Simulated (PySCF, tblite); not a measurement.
Isomers of C4H9OSi (doublet state). Method: GFN2-xTB as coded in tblite; computed harmonic values from a numerical Hessian at the method's own geometry, unscaled. The method is semi-empirical: single wavenumbers can be off by several per cent or more. Modes of hydrogen on silicon can be 10 to 20 % off. One conformer each. Open shells enter through the occupations alone, without spin polarisation, and single modes of such species can be off by tens of per cent.

Electronic energies: B3LYP/pcH-1 single points on the GFN2-xTB geometries (PySCF, gas phase).

| SMILES | electronic energy, lowest = 0 (kJ/mol) |
| --- | --- |
| CO[Si]1CCC1 | 0.0 |
| C/C=[C]/CO[SiH3] | 127.3 |
| [SiH3][C]1CCOC1 | 110.0 |

Question: How do GFN2-xTB zero-point energies change the relative energies?

Answer: 
| SMILES | ZPE (kJ/mol) | of it from modes above 1550 cm⁻¹ | electronic (kJ/mol) | with ZPE, lowest = 0 (kJ/mol) | lowest mode (cm⁻¹) | rings |
| --- | --- | --- | --- | --- | --- | --- |
| CO[Si]1CCC1 | 322.8 | 160.8 | 0.0 | 0.0 | 60 | 1 |
| [SiH3][C]1CCOC1 | 298.7 | 143.8 | 110.0 | 85.9 | 33 | 1 |
| C/C=[C]/CO[SiH3] | 291.1 | 157.0 | 127.3 | 95.6 | 23 | 0 |

The zero-point energies span 31.7 kJ/mol, from `C/C=[C]/CO[SiH3]` to `CO[Si]1CCC1`. The order is unchanged.

Question: And how do the electronic energies of GFN2-xTB itself compare?

Answer: `CO[Si]1CCC1` 0.0; `[SiH3][C]1CCOC1` 47.4; `C/C=[C]/CO[SiH3]` 49.2 kJ/mol, lowest = 0. Against the energies above, taken from the same isomer `CO[Si]1CCC1`, the largest difference is 78.1 kJ/mol.
